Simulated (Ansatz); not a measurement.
Two isomers of C2H6O2Si: A = `COC(=O)[SiH3]`, B = `CO[Si]OC`.

Gas-phase electronic energies from Ansatz, PBE0-D4/def2-TZVP geometries. CBS: MP2 limit from def2 TZ/QZ plus the TZ coupled-cluster correction, frozen cores. Functionals use def2-TZVPP. B3LYP here is the variant with VWN-RPA as its local correlation; programs differ in this. One conformer a species, not always the lowest.

Q: Which is lower in electronic energy at CCSD(T)/CBS, and by how much? (Estimate.)

A: The calculation gave: B, by 127.5 kJ/mol.

Q: Give E(B) − E(A) in kJ/mol with PBE0-D4, r2SCAN-D4, BLYP-D4, B3LYP, LDA (SPW92), HF/def2-TZVPP, PBE-D4. (An estimate is asked.)

A: Ansatz gave: PBE0-D4 -114.0, r2SCAN-D4 -104.6, BLYP-D4 -119.6, B3LYP -122.1, LDA (SPW92) -114.7, HF/def2-TZVPP -117.9, PBE-D4 -106.2. None reverses the order clearly.

Q: Does the order hold for the free energy at 298.15 K (harmonic terms from PBE0-D4)? (Best estimate.)

A: Computed: Yes: G(B) − G(A) = -105.9 kJ/mol, for one conformer each. Modes under 60 cm⁻¹, often nearly free rotors, make the harmonic entropy too high.

Largest T1 diagnostic: 0.016.

The D4 term adds −3.6 kJ/mol with B3LYP and −2.0 kJ/mol with PBE0; it sums over pairs of atoms, weighted by their polarisabilities, and B3LYP, whose exchange is more repulsive, gets the larger term. At CCSD(T), def2-SVP lies +45.6 kJ/mol from the extrapolated value and def2-TZVPP +5.4 kJ/mol.
